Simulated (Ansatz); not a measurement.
Ansatz (a first-principles code) input (X2C-CCSD(T)/cc-pVTZ-DK):

Ansatz 0.2 input:
```yaml
crystal:
  periodic: [false, false, false]
  atoms:
    - {symbol: F, position_ang: [2.08191450, 0.10832447, 0.08736021]}
    - {symbol: C, position_ang: [0.74397233, -0.14225079, 0.12532136]}
    - {symbol: N, position_ang: [0.25676033, -1.19754960, 0.64047155]}
    - {symbol: C, position_ang: [-1.16938794, -1.24966262, 0.56914041]}
    - {symbol: C, position_ang: [-1.64417593, -0.13311976, -0.04425398]}
    - {symbol: S, position_ang: [-0.34102248, 1.02492355, -0.55651814]}
    - {symbol: H, position_ang: [-2.66064380, 0.15934918, -0.26649915]}
basis:
  gaussian:
    orbitals: cc-pVTZ-DK
total_charge: -1
magnetization: {spin_polarized: false}
correlation: {method: ccsd_t, electrons: outside_noble_gas}
```

Output:

```
Functional definition: HF
integrals: 0.79 GiB planned
1198 factors; integrals over basis functions are off by at most 1.2e-3 eV
1.07 GiB of device memory are held for the factors and their scratch space
mean field: 0.96 GiB planned
mean field evaluation 1: about -18140.4516 eV, gradient 4.4e1 eV
mean field evaluation 2: about -18140.8392 eV, gradient 4.5e1 eV
mean field evaluation 4: about -18146.1535 eV, gradient 5.4e0 eV
mean field evaluation 8: about -18146.3386 eV, gradient 8.5e-1 eV
mean field evaluation 16: about -18146.3464 eV, gradient 1.5e-6 eV
mean field -18146.34638568 eV, -666.8659296383 hartree, gradient 1.5e-6 eV, S^2 0.000000; 0 other end points of the search recorded, 0 dependent functions left out
10 core orbitals not correlated
reference -18146.34638568 eV, -666.8659296383 hartree; 16, 16 occupied and 172, 172 virtual orbitals, 1198 factors
second order -29.82894565 eV of doubles, -0.00000000 eV of singles
coupled cluster: 5.34 GiB planned
cycle   1  -29.01626204 eV  change    8.1e-1 eV  update   1.6e-1
cycle   2  -29.88674314 eV  change   -8.7e-1 eV  update   5.2e-2
cycle   3  -30.09254279 eV  change   -2.1e-1 eV  update   3.2e-2
cycle   4  -30.07510333 eV  change    1.7e-2 eV  update   1.3e-2
cycle   5  -30.06664722 eV  change    8.5e-3 eV  update   8.8e-3
cycle   6  -30.07346879 eV  change   -6.8e-3 eV  update   3.7e-3
cycle   7  -30.07268187 eV  change    7.9e-4 eV  update   1.5e-3
cycle   8  -30.07194692 eV  change    7.3e-4 eV  update   4.9e-4
cycle   9  -30.07228780 eV  change   -3.4e-4 eV  update   2.2e-4
cycle  10  -30.07235352 eV  change   -6.6e-5 eV  update   8.1e-5
cycle  11  -30.07227658 eV  change    7.7e-5 eV  update   3.8e-5
cycle  12  -30.07234291 eV  change   -6.6e-5 eV  update   1.4e-5
cycle  13  -30.07233435 eV  change    8.6e-6 eV  update   6.5e-6
coupled cluster: 5.34 GiB planned
perturbative correction -1.63544775 eV, -0.0601015964 hartree
Total energy: -18178.05416778 eV, -668.0311691382 hartree
Relativity: scalar
```

It need not be the lowest isomer of its formula. Whether it binds its extra electron was not tested at this geometry.
